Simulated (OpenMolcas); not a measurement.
Tb3+ among 7 point charges of -1.5 e arranged as a pentagonal bipyramid (D5h). The axial distance is 1.19 times the equatorial one, R.

```
Program             : OpenMolcas
Method              : CASSCF
Basis               : ANO-RCC-VTZP [8s7p5d3f2g1h]
Scalar Hamiltonian  : DKH2, point nucleus
Active space        : 8 electrons in 7 orbitals (4f)
State averaging     : 2S+1 = 7 even, 7 roots; 2S+1 = 5 even, 62 roots kept (CI in the orbitals of an earlier block); 2S+1 = 3 even, 1 root kept (CI in the orbitals of an earlier block, 0 in the spin-orbit step)
Spin-orbit coupling : RASSI with atomic mean-field integrals over the reference wave functions
```

All point charges move together. At R = 2.59 Å the width of the lowest J multiplet is 1338 cm-1, and at R = 2.72 Å it is 1157 cm-1.

Q: A third run gives 814 cm-1. What distance was it run at?

A: With a power law R^-n the two known points give n = -ln(1157 / 1338) / ln(2.72 / 2.59) = 2.97. Then R = 2.59 × (1338 / 814)^(1/2.97) = 3.062 Å. The run was at 3.06 Å, so the estimate is off by +0.002 Å.

High states are left out of the spin-orbit mixing, which shifts the levels that they would mix with. This is an electrostatic model: the charges have no orbitals. An unlabelled pair can be two single states that coincide in this model. No measured value stands beside these numbers.
